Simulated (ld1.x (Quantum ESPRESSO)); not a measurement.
# Plane-wave convergence, ultrasoft potential for phosphorus (P)

P, ultrasoft, made with ld1.x (Quantum ESPRESSO) 7.5 (LDA (PZ), scalar-relativistic). Core [Ne], reference 3s2 3p3. Waves: 3s (bound): rcut 1.35, rcutus 1.55 bohr; 3s channel at -0.55 Ry: rcut 1.35, rcutus 1.55 bohr; 3p (bound): rcut 1.50, rcutus 2.00 bohr; 3p channel at 3.2 Ry: rcut 1.50, rcutus 2.00 bohr; 3d channel at 0.1 Ry: rcut 1.60, rcutus 1.95 bohr; 3d channel at 1.7 Ry: rcut 1.60, rcutus 1.95 bohr. Local part: all-electron potential smoothed inside 1.60 bohr (lloc = -2). Core correction: Bessel-smoothed model core inside 1.20 bohr. Augmentation charge: built from norm-conserving waves at rcut, not smoothed further.

The pseudo-atom Hamiltonian at the reference potential is diagonalised in spherical Bessel functions j_l(qr) that vanish at 20 bohr, with q² up to the cutoff. All-electron valence levels (Ry): 3s -1.0305, 3p -0.4118.

Task: How do the lowest levels (Ry) of each channel move with the cutoff, and are there ghosts?

Result:

| cutoff (Ry) | s #1 | p #1 | p #2 | d #1 | f #1 | Σ f·Δε (mRy) |
| --- | --- | --- | --- | --- | --- | --- |
| 8 | -1.0165 | -0.3967 | 0.0307 | 0.0657 | 0.1152 | 73.6 |
| 10 | -1.0228 | -0.4050 | 0.0302 | 0.0655 | 0.1152 | 36.0 |
| 12 | -1.0272 | -0.4090 | 0.0300 | 0.0654 | 0.1152 | 15.2 |
| 15 | -1.0294 | -0.4112 | 0.0299 | 0.0653 | 0.1152 | 4.1 |
| 18 | -1.0302 | -0.4116 | 0.0299 | 0.0652 | 0.1152 | 1.2 |
| 21 | -1.0303 | -0.4118 | 0.0299 | 0.0652 | 0.1152 | 0.8 |
| 25 | -1.0303 | -0.4118 | 0.0299 | 0.0651 | 0.1152 | 0.7 |
| 30 | -1.0304 | -0.4118 | 0.0299 | 0.0651 | 0.1152 | 0.4 |
| 400 | -1.0306 | -0.4118 | 0.0299 | 0.0651 | 0.1152 | 0.0 |

Result: no extra level below or beside the all-electron valence levels (s, p, d, f tested); 10 mRy is reached at 15 Ry and 1 mRy at 21 Ry.
